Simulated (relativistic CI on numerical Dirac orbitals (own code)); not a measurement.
# Pb⁸⁺: q coefficients and field-shift factors

Method of calculation: Dirac-Coulomb-Breit CI, separate exchange-only KLI orbitals for each configuration, derivatives by finite differences, unscaled Slater integrals, QED left out (own radial code, finite nucleus).

CI space (outside the closed core [Kr] 4d10 4f14): 5s²5p⁶5d⁶, 5s²5p⁶5d⁵6s, 5s²5p⁶5d⁵5f, 5s²5p⁶5d⁴6s², 5s²5p⁴5d⁸, 5s5p⁶5d⁷, 5p⁶5d⁸, 5s5p⁶5d⁵6s². Levels of other configurations are missing.

With x = (α/α₀)² − 1 an excitation energy changes as ω = ω₀ + qx; K = 2q/ω₀ is the relative enhancement. Terms are leading LS components, so labels can repeat. The field-shift factor is F = δν/δ⟨r²⟩ for the transition from the lowest level.

Lowest level 5s²5p⁶5d⁶ ⁵D4.

```tsv
Level	ω₀ (cm⁻¹)	q (cm⁻¹)	K	F (GHz/fm²)
5s²5p⁶5d⁶ ³P2	8167.8	-336.9	-0.0825	0.0225
5s²5p⁶5d⁶ ⁵D3	16426.8	20980	2.55	2.11
5s²5p⁶5d⁶ ⁵D0	18200.4	10290	1.13	1.84
5s²5p⁶5d⁶ ⁵D1	20855.3	21550	2.07	2.31
5s²5p⁶5d⁶ ¹G4	26815.8	11800	0.88	1.75
5s²5p⁶5d⁶ ³G5	35921.1	16330	0.909	2.01
5s²5p⁶5d⁶ ³H6	37043.5	17230	0.93	1.56
5s²5p⁶5d⁶ ⁵D2	39422.2	23600	1.2	2.33
5s²5p⁶5d⁶ ³F3	40969.9	19150	0.935	3
5s²5p⁶5d⁶ ³P2	42734.1	30770	1.44	3.03
5s²5p⁶5d⁶ ¹S0	50289.5	32570	1.3	5.77
5s²5p⁶5d⁶ ³D1	52823.8	23430	0.887	4.71
5s²5p⁶5d⁶ ³H4	53024.7	29440	1.11	3.36
5s²5p⁶5d⁶ ³D2	53829.6	25170	0.935	4.32
5s²5p⁶5d⁶ ³F4	56018.6	34090	1.22	4.11
5s²5p⁶5d⁶ ³P0	58568.4	12250	0.418	2.67
5s²5p⁶5d⁶ ³D3	59548.3	29660	0.996	5.22
5s²5p⁶5d⁶ ³H5	60396.2	40250	1.33	4.31
5s²5p⁶5d⁶ ¹F3	63214.3	30230	0.956	4.02
5s²5p⁶5d⁶ ³G3	65788.9	32820	0.998	4.94
5s²5p⁶5d⁶ ¹I6	67682.3	39130	1.16	4.01
5s²5p⁶5d⁶ ³P1	71841.5	46980	1.31	5.12
5s²5p⁶5d⁶ ¹D2	75389.3	39410	1.05	3.96
```

At this charge configurations can still be misplaced by up to about 7 % of their energy. Terms inside the open d or f shell come out 10 to 20 % too wide with unscaled integrals. Levels and lines within the n = 5 or 6 shells can be off by up to 10 % or somewhat more, and those that change n by about 2 %, since core polarisation is missing.
